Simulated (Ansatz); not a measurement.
## Ligand exchange: GaH2Cl + GeH3(SH) → GaH2(SH) + GeH3Cl

Species: GaH2Cl `[Cl][GaH2]`, singlet; GeH3(SH), singlet; GaH2(SH), singlet; GeH3Cl (chlorogermane) `[Cl][GeH3]`, singlet. The partners trade Cl for SH: Ga–Cl and Ge–SH bonds give way to Ga–SH and Ge–Cl.

Shapes, held fixed at every level: PBE0-D4/def2-TZVP. Programs: Ansatz 0.2.0. The zero-point and thermal change to 298 K, harmonic and unscaled (PBE0-D4/def2-TZVP), is +0.6 kJ/mol.

```tsv
level	kind	ΔH(298 K) (kJ/mol)	less CCSD(T)/def2-TZVPP	CPU time (sum over the molecules)
HF/def2-TZVPP	Hartree–Fock	+2.7	+2.9	–
r2SCAN-D4/def2-TZVPP	meta-GGA	-1.0	-0.8	20 s
B3LYP-D4/def2-TZVPP	global hybrid	-0.5	-0.3	15 s
r2SCAN0-D4/def2-TZVPP	global hybrid	0.0	+0.2	21 s
wB97X-V/def2-TZVPP	range-separated hybrid	+0.4	+0.6	29 s
CCSD/def2-SVP	coupled cluster or CI	+2.3	+2.5	–
CCSD(T)/def2-TZVPP	coupled cluster or CI	-0.2	0.0	59 s
```

The highest level, CCSD(T)/def2-TZVPP, gives ΔH(298 K) = -0.2 kJ/mol; the levels span -1.0 to +2.7. That is about zero within the method's error. They disagree on the sign: 4 of 7 are positive. The column of differences is taken from that level and isn't an error. No measured value is set beside it here. Relativity is left out for Ga, Ge unless named. Correlated rows may include outer-core shells of Ga, Ge, which these sets cover unevenly. Times are processor times on shared x86 and Arm servers, and rough.
